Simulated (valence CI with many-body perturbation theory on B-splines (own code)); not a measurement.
**Hg49+: one-electron terms**

Method: configuration interaction combined with many-body perturbation theory (CI+MBPT): three valence electrons over a frozen Dirac-Fock core [Ar] 3d10, a basis of 11 s, 11 p, 9 d, 7 f, 5 g, 2 h, 1 i functions for each j, with the one-electron correlation potential Σ1, the two-electron term Σ2, the three-electron term Σ3, Breit, model QED; selected CI, second order for the rest (own B-spline code, finite nucleus).

No measured spectrum was set against this ion. As an estimate, large intervals hold to a few tenths of a per cent, small ones and those within an open d or f shell to about a per cent.

These are the spectroscopic orbitals of the CI (the correlating ones are not listed), shaped by the core and the other valence electrons. h is the expectation value of the core's Dirac-Fock operator, without the valence repulsion; Σ1 is computed up to l = 3 at one energy for each symmetry, that of its lowest orbital but kept below the first core excitation, so for empty shells it is not the orbital's own correlation shift; Breit and QED include the response of the core.

```tsv
Orbital	h (hartree)	Σ1 (cm⁻¹)	Breit (cm⁻¹)	QED (cm⁻¹)	⟨r⟩ (bohr)
4s1/2	-112.25	-15376	20325	15462	0.3531
5s1/2	-67.462	-5682	9189	7172	0.5880
6s1/2	-45.035	-2784	4829	3856	0.8844
7s1/2	-32.194	-1596	2885	2318	1.240
4p1/2	-108.09	-16530	31872	1039	0.3486
5p1/2	-65.424	-6150	14529	493	0.5894
6p1/2	-43.901	-3064	7775	272	0.8898
7p1/2	-31.5	-1771	4686	166	1.250
4p3/2	-102.41	-13872	18142	2232	0.3693
5p3/2	-62.744	-5479	8389	1055	0.6157
6p3/2	-42.421	-2799	5016	583	0.9218
7p3/2	-30.598	-1641	3045	356	1.288
4d3/2	-96.099	-16187	14498	-684	0.3551
5d3/2	-59.716	-6235	6817	-301	0.6094
6d3/2	-40.739	-3175	3750	-161	0.9229
4d5/2	-94.885	-15136	9195	-30.3	0.3606
5d5/2	-59.124	-5832	4150	8.9	0.6163
6d5/2	-40.406	-2972	2289	11.5	0.9311
4f5/2	-88.2	-15449	6091	-483	0.3259
5f5/2	-56.141	-5071	2617	-230	0.5907
4f7/2	-87.862	-14668	2651	-229	0.3282
5f7/2	-55.951	-4829	1172	-100	0.5935
5g7/2	-54.379		299	-57.6	0.5377
5g9/2	-54.301		5.7	0.8	0.5390
```

Among the shells of the start configuration 4s2 4p1, Σ1 is largest in size for 4p1/2, where it is 0.070 % of h.

Lowest root of each symmetry, sizes in configuration state functions:

| J | Parity | Roots | Reference | Variational | Second order | Change by selected CI (cm⁻¹) | Change by second order (cm⁻¹) |
| --- | --- | --- | --- | --- | --- | --- | --- |
| 1/2 | even | 7 | 45 | 6602 | 5175 | -2788 | 0 |
| 3/2 | even | 12 | 74 | 12393 | 11710 | -1542 | -1 |
| 5/2 | even | 12 | 79 | 15205 | 18559 | -2354 | -1 |
| 7/2 | even | 7 | 60 | 14384 | 21004 | -4573 | -4 |
| 9/2 | even | 3 | 41 | 10429 | 17601 | -5528 | -4 |
| 1/2 | odd | 7 | 47 | 6297 | 5466 | -2803 | 0 |
| 3/2 | odd | 12 | 77 | 11041 | 9850 | -2657 | 0 |
| 5/2 | odd | 10 | 78 | 12809 | 17221 | -2677 | -2 |
| 7/2 | odd | 6 | 65 | 10778 | 19998 | -3051 | -2 |
| 9/2 | odd | 2 | 43 | 8543 | 14414 | -1613 | -4 |
